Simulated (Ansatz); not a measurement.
BH$_{9}$Si$_{2}$Sn (`[BH2][SnH2][SiH2][SiH3]`). Charge 0, multiplicity 1. Sn takes the def2 core potential. Geometry: relaxed with PBE0-D4/def2-TZVP. It is one conformer, not always the lowest.

```xyz
13

B    -2.165   -1.079   -0.776
Sn   -0.264   -0.412   -1.741
Si    0.876    1.206   -0.089
Si    1.055    0.187    2.005
H    -2.170   -2.014   -0.033
H    -3.180   -0.471   -0.936
H    -0.492    0.406   -3.225
H     0.830   -1.698   -2.023
H     2.220    1.592   -0.599
H     0.052    2.442    0.030
H     1.691    1.076    3.014
H     1.856   -1.062    1.893
H    -0.309   -0.174    2.481
```

**Question.** What is the dipole moment at PBE/def2-TZVPP? (Best estimate.)

**Answer.** Computed: 0.32 D, with components (-0.26, 0.01, 0.19) D in this frame, pointing from negative to positive charge.

**Question.** And with r2SCAN, B3LYP, ωB97M-V? (Best estimate.)

**Answer.** Ansatz gave: r2SCAN 0.40 D, B3LYP 0.43 D, ωB97M-V 0.48 D.

**Question.** Give the Mulliken charges with PBE, B3LYP, r2SCAN in def2-TZVPP. (Estimate.)

**Answer.** Computed: 
```csv
atom,PBE,B3LYP,r2SCAN
B1,-0.18,-0.19,-0.13
Sn2,0.42,0.43,0.43
Si3,-0.02,0.02,0.04
Si4,0.10,0.15,0.17
H5,0.04,0.06,0.03
H6,0.04,0.06,0.02
H7,-0.11,-0.13,-0.12
H8,-0.11,-0.13,-0.12
H9,-0.04,-0.06,-0.07
H10,-0.04,-0.06,-0.06
H11,-0.04,-0.05,-0.06
H12,-0.04,-0.05,-0.06
H13,-0.04,-0.06,-0.06
```

B3LYP here is the variant with VWN-RPA as its local correlation; programs differ in this.
